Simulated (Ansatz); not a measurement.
A nudged elastic band was laid between two geometries of CH5ClMgO2 (10 atoms, charge 0, multiplicity 1).

Computed with UKS B3LYP-D4/6-31G* in Ansatz.

```
movable images  : 5
climbing image  : yes
spring          : 5.0 eV/Å²
optimiser       : quadratic models (default)
start path      : through a guess of the saddle point
force threshold : 0.05 eV/Å
iteration limit : 59
end points      : relaxed
```

Image 0:

```xyz
10
Properties=species:S:1:pos:R:3
Mg -1.168 0.136 0.928
O 0.113 -0.026 -0.387
C 0.401 -0.041 -1.753
Cl -3.231 0.080 1.738
H 0.995 0.104 1.172
O 0.549 0.267 2.054
H 1.089 -0.864 -2.005
H 0.882 0.898 -2.076
H -0.503 -0.174 -2.370
H 0.874 -0.380 2.698
```

Image 6:

```xyz
10
Properties=species:S:1:pos:R:3
Mg -1.017 0.020 1.286
O 0.157 -0.558 -0.296
C 0.358 -0.026 -1.612
Cl -3.217 0.294 1.133
H 0.936 -0.406 0.297
O 0.640 0.129 2.071
H 1.141 -0.590 -2.129
H 0.630 1.035 -1.573
H -0.585 -0.140 -2.149
H 0.957 0.241 2.972
```

(1) What changes between the two ends?

(2) What energy profile does the band end with?

(3) What is the geometry of the highest image?

(4) What are the harmonic wavenumbers there?

## Answers

(1) Bonds broken: H5–O6. Bonds formed: O2–H5.

(2) The run converged. The highest image is number 3 of 0 to 6, 0.171 eV above the first end and 0.211 eV above the last; the last end lies 0.041 eV below the first. A vibrational analysis at the climbing image gives one clearly imaginary mode, 898i cm⁻¹: a first-order saddle point. The orbitals stay closed-shell, which can raise the energy where a bond breaks towards radicals; this wasn't checked here.

| image | path coordinate (Å) | energy (eV) | H5–O6 (Å) | O2–H5 (Å) |
| --- | --- | --- | --- | --- |
| 0 | 0.00 | 0.000 | 1.00 | 1.80 |
| 1 | 0.39 | 0.009 | 1.01 | 1.73 |
| 2 | 0.78 | 0.051 | 1.03 | 1.59 |
| 3 | 1.17 | 0.171 | 1.22 | 1.24 |
| 4 | 1.61 | 0.013 | 1.63 | 1.02 |
| 5 | 2.05 | -0.030 | 1.79 | 1.00 |
| 6 | 2.49 | -0.041 | 1.88 | 0.99 |

(3) 
```xyz
10
Properties=species:S:1:pos:R:3
Mg -1.202 0.084 1.112
O 0.051 -0.390 -0.295
C 0.450 -0.038 -1.606
Cl -3.352 0.252 1.610
H 0.731 -0.106 0.699
O 0.598 0.278 1.853
H 1.291 -0.662 -1.930
H 0.756 1.017 -1.669
H -0.383 -0.199 -2.300
H 1.060 -0.236 2.526
```

(4) 898i, 75, 88, 96, 144, 215, 318, 408, 513, 573, 652, 676, 1147, 1191, 1203, 1399, 1517, 1527, 1537, 1877, 3015, 3075, 3102, 3837 cm⁻¹.

Time of the run: 3.8 min on 2 threads of Arm Neoverse V1, on a shared host, peak memory 0.28 GiB.
